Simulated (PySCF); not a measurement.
Compound: C₇H₁₅OP.
Atom-mapped SMILES: `[CH3:1][CH2:2][P@H:3](=[O:4])[CH:5]1[CH2:6][CH2:7][CH2:8][CH2:9]1`

Cartesian coordinates in Å at the GFN2-xTB level; atoms count from 1:
```xyz
24
C7H15OP angstrom
C      3.276   -0.579   -1.123
C      2.357   -0.132    0.004
P      0.744    0.356   -0.722
O      0.843    1.455   -1.685
C     -0.387    0.651    0.704
C     -0.949   -0.670    1.229
C     -2.267   -0.882    0.459
C     -2.399    0.320   -0.484
C     -1.600    1.421    0.200
H      3.379    0.223   -1.852
H      4.263   -0.840   -0.746
H      2.857   -1.446   -1.633
H      2.761    0.756    0.500
H      2.227   -0.919    0.747
H      0.301   -0.845   -1.282
H      0.181    1.207    1.457
H     -1.135   -0.605    2.301
H     -0.249   -1.491    1.062
H     -2.267   -1.822   -0.091
H     -3.108   -0.906    1.153
H     -3.438    0.595   -0.660
H     -1.933    0.103   -1.449
H     -1.312    2.218   -0.486
H     -2.159    1.851    1.033
```

Definitions: NICS(0) = −σiso at the ring centroid; NICS(1) = −σiso and NICS(1)zz = −σzz at ±1 Å along the ring normal z. Level: GIAO PBE0/pcSseg-1 (PySCF, non-relativistic, gas phase) on the GFN2-xTB geometry, one conformer.

Ring bond lengths (Å), with Mayer bond orders in brackets: C5–C6 1.529 (0.99), C6–C7 1.541 (1.02), C7–C8 1.534 (1.03), C8–C9 1.522 (1.01), C9–C5 1.522 (1.00).

Q: Give the NICS values of each ring in ppm.

A: 
```json
{"ring": "C5–C6–C7–C8–C9", "type": "5-membered carbocycle; formal bonds all single", "NICS(0)": "-6.0", "NICS(1), two faces": "-3.7 / -4.5", "NICS(1)zz, two faces": "-5.4 / -5.8", "rms pucker (Å)": "0.19", "centre to ring atoms, mean (Å)": "1.28"}
```

Q: What can be read from them?

A: 
- C5–C6–C7–C8–C9: mean NICS(1)zz -5.6 ppm, shielded. C5, C6, C7, C8, C9 have four or more neighbours; no verdict on aromaticity is drawn.

Q: Give the inner angles of the rings and the Hirshfeld charges of the ring atoms.

A: 
- C5–C6–C7–C8–C9: C5 104.9° (-0.067 e), C6 105.2° (-0.071 e), C7 105.9° (-0.070 e), C8 104.2° (-0.070 e), C9 101.6° (-0.073 e); sum 521.8° against 540° for a flat convex ring.

Q: What are the shieldings of the ring atoms and their hydrogens in the same run (means over atoms taken as equivalent)?

A: 
```csv
atoms,environment,σ isotropic (ppm),"principal values of the symmetric part, first atom (ppm)"
C5,sp3 carbon bound to phosphorus,143.6,"126.7, 144.1, 159.9"
C6,ring CH2 carbon,161.8,"134.6, 171.7, 179.1"
C7,ring CH2 carbon,160.9,"131.3, 174.2, 177.2"
C8,ring CH2 carbon,158.4,"132.7, 169.5, 173.0"
C9,ring CH2 carbon,157.4,"135.7, 164.7, 171.8"
H16,methine hydrogen,29.75,"25.8, 28.0, 35.5"
H17,methylene hydrogen,29.93,"24.2, 27.9, 37.7"
H18,methylene hydrogen,30.56,"25.2, 30.2, 36.2"
H19,methylene hydrogen,29.95,"25.3, 27.4, 37.1"
H20,methylene hydrogen,30.00,"24.1, 27.8, 38.0"
H21,methylene hydrogen,29.92,"24.7, 27.0, 38.0"
H22,methylene hydrogen,30.00,"25.8, 28.4, 35.8"
H23,methylene hydrogen,28.95,"24.0, 27.8, 35.1"
H24,methylene hydrogen,30.21,"25.1, 27.4, 38.1"
```

The list is cut; further classes of hydrogen are left out.
